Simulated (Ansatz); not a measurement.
Geometry optimisation, RKS PBE0-D4/def2-SVP in Ansatz.

The input (input.yaml):

```yaml
crystal:
  periodic: [false, false, false]
  atoms:
    - { symbol: Ga, position_ang: [0.073287, -0.500661, 0.070525] }
    - { symbol: Cl, position_ang: [-0.319996, -0.5306, 2.249117] }
    - { symbol: O, position_ang: [1.753043, -0.692674, -0.452253] }
    - { symbol: H, position_ang: [1.828197, -0.757323, -1.411138] }
    - { symbol: O, position_ang: [-1.275927, -0.604828, -1.075557] }
    - { symbol: H, position_ang: [-2.138286, -0.527963, -0.654104] }
    - { symbol: "N", position_ang: [0.074988, 2.479639, 0.953945] }
    - { symbol: H, position_ang: [0.956285, 2.985214, 1.013496] }
    - { symbol: H, position_ang: [-0.669497, 3.162312, 0.830842] }
    - { symbol: H, position_ang: [-0.075195, 2.003384, 1.863326] }
basis:
  gaussian: { orbitals: def2-SVP }
hamiltonian:
  xc: pbe0
  dispersion: d4
relax:
  f_tol: 0.03
  max_steps: 50
```

Command:

```bash
$ ansatz run input.yaml --threads 4 --pin off --max-ram 5120MiB --backend cpu --events-out ev --progress --plain --runs-dir out
```

**Question.** Where does it end, and by what steps?

**Answer.** The forces met the threshold. After 11 steps the energy has fallen by 1.006 eV; O3 moved furthest, 0.78 Å. Joined: Ga1–N7 (3.11 → 2.06 Å).

```json
{"step": "0", "energy less start (eV)": "0.0000", "largest force component (eV/Å)": "0.921", "accepted": "yes"}
{"step": "1", "energy less start (eV)": "-0.2062", "largest force component (eV/Å)": "0.604", "accepted": "yes"}
{"step": "2", "energy less start (eV)": "-0.4714", "largest force component (eV/Å)": "0.453", "accepted": "yes"}
{"step": "3", "energy less start (eV)": "-0.7135", "largest force component (eV/Å)": "0.787", "accepted": "yes"}
{"step": "4", "energy less start (eV)": "-0.8855", "largest force component (eV/Å)": "0.989", "accepted": "yes"}
{"step": "5", "energy less start (eV)": "-0.9426", "largest force component (eV/Å)": "0.691", "accepted": "yes"}
{"step": "6", "energy less start (eV)": "-0.9670", "largest force component (eV/Å)": "0.504", "accepted": "yes"}
{"step": "7", "energy less start (eV)": "-0.9830", "largest force component (eV/Å)": "0.258", "accepted": "yes"}
{"step": "8", "energy less start (eV)": "-0.9813", "largest force component (eV/Å)": "0.549", "accepted": "no"}
{"step": "9", "energy less start (eV)": "-0.9935", "largest force component (eV/Å)": "0.161", "accepted": "yes"}
{"step": "10", "energy less start (eV)": "-1.0009", "largest force component (eV/Å)": "0.095", "accepted": "yes"}
{"step": "11", "energy less start (eV)": "-1.0056", "largest force component (eV/Å)": "0.027", "accepted": "yes"}
```

```xyz
10
Properties=species:S:1:pos:R:3
Ga -0.009 0.049 0.264
Cl -0.321 -0.964 2.176
O 1.649 0.078 -0.432
H 1.902 -0.718 -0.908
O -1.431 0.049 -0.839
H -2.125 -0.551 -0.549
N 0.108 2.020 0.851
H 1.037 2.350 0.585
H -0.596 2.588 0.379
H -0.008 2.115 1.860
```

Whether the end is a true minimum wasn't checked by a vibrational analysis.

Run time: 30 s on 4 threads of Arm Neoverse V1, on a shared host, peak memory 0.3 GiB.
